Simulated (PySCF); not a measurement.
C₂H₆OSi₂Te.
Structure used (PBE0-D3(BJ)/def2-SVP), in Å, numbered top down from 1:
```xyz
12
C2H6OSi2Te angstrom
C     -1.6004    2.0189   -0.3889
C     -1.5593    0.8117   -0.2272
Si    -1.4422   -1.0131   -0.0108
Te     0.4734   -1.8765   -1.3587
Si     2.0795   -0.5252    0.0492
O      1.2600    0.5818    0.9736
H     -1.6531    3.0833   -0.5388
H     -2.6736   -1.6404   -0.5657
H     -1.3053   -1.3147    1.4393
H      3.0482    0.0944   -0.9045
H      2.8046   -1.4016    1.0054
H      0.6055    1.1463    0.5391
```

Method: PBE0-D3(BJ)/def2-SVP geometry optimisation, gas phase, def2 core potentials past Kr in PySCF.

Masses are those of the commonest isotopes; rigid-rotor values at the optimised geometry. The values belong to one conformer with, in the numbering `[CH:1]#[C:2][SiH2:3][Te:4][SiH2:5][OH:6]`, C2–Si3–Te4–Si5 63°, Si3–Te4–Si5–O6 -13°, Te4–Si5–O6–H -49°.

**Question.** What are A, B and C (GHz)?

**Answer.** Ia = 322.06, Ib = 495.28, Ic = 716.40 u·Å²; 505379 MHz·u·Å²/I gives 1569, 1020 and 705.4 MHz, that is A = 1.5692, B = 1.0204, C = 0.7054 GHz.

**Question.** Classify the top.

**Answer.** An asymmetric top; Ray's κ = -0.271.

**Question.** What does the inertial defect say?

**Answer.** Not planar: Δ = Ic − Ia − Ib = -100.94 u·Å². For a rigid frame Δ = −2 Σ m c², so Σ m c² = 50.47 u·Å² lies off the ab plane: 11.57 from hydrogen and 38.90 from heavier atoms. The atom farthest from that plane is 2.20 Å away.

**Question.** Give the other two planar moments, Paa and Pbb, and the rms extents of the mass along the axes.

**Answer.** Paa = Σ m a² = (Ib + Ic − Ia)/2 = 444.81 and Pbb = Σ m b² = (Ia + Ic − Ib)/2 = 271.59 u·Å². With the mass M = 231.90 u, the rms extents √(P/M) along a, b and c are 1.38, 1.08, 0.47 Å.

**Question.** Where do the levels up to J = 3 lie, in MHz?

**Answer.** Above 0(0,0):
J = 1: 1(0,1) 1726, 1(1,1) 2275, 1(1,0) 2590
J = 2: 2(0,2) 5076, 2(1,2) 5411, 2(1,1) 6356, 2(2,1) 8003, 2(2,0) 8104
J = 3: 3(0,3) 9901, 3(1,3) 10061, 3(1,2) 11928, 3(2,2) 13180, 3(2,1) 13634, 3(3,1) 16768, 3(3,0) 16789

**Question.** Which types of transition are allowed, and where do some lines up to J = 5 fall?

**Answer.** The dipole components are |μa| = 1.26 D, |μb| = 0.12 D, |μc| = 0.99 D. The squared components, which scale the intensities, stand as 1.00 : 0.01 : 0.61 (a : b : c). Some lines, for components of 0.1 D or more:

```
type  branch         J(Ka,Kc)    MHz  lower level (cm⁻¹)
   a       Q  3(2,1) ← 3(2,2)    454               0.440
   b       R  2(0,2) ← 1(1,1)   2801               0.076
   a       Q  4(1,3) ← 4(1,4)   3007               0.540
   b       Q  3(3,0) ← 3(2,1)   3155               0.455
   b       Q  3(3,1) ← 3(2,2)   3587               0.440
   b       Q  4(3,2) ← 4(2,3)   3823               0.667
   a       R  3(2,2) ← 2(2,1)   5178               0.267
   a       R  4(1,4) ← 3(1,3)   6119               0.336
   b       R  4(1,4) ← 3(0,3)   6279               0.330
   b       R  4(2,3) ← 3(1,2)   8074               0.398
   b       R  3(3,0) ← 2(2,1)   8787               0.267
   b       R  4(4,0) ← 3(3,1)  11876               0.559
   c       R  5(4,2) ← 4(3,2)  13668               0.795
```

**Question.** Estimate the classical rotational partition function at 100 K, 200 K and 500 K.

**Answer.** Point group C1, symmetry number σ = 1; q = (√π/σ)·√((kT/h)³/(ABC)), k/h = 20836.6 MHz/K: 159000 at 100 K, 449000 at 200 K, 1770000 at 500 K.

Whether it is a minimum is left open (no frequencies). Constants of a rigid frame at the computed geometry: no zero-point averaging, no centrifugal distortion.
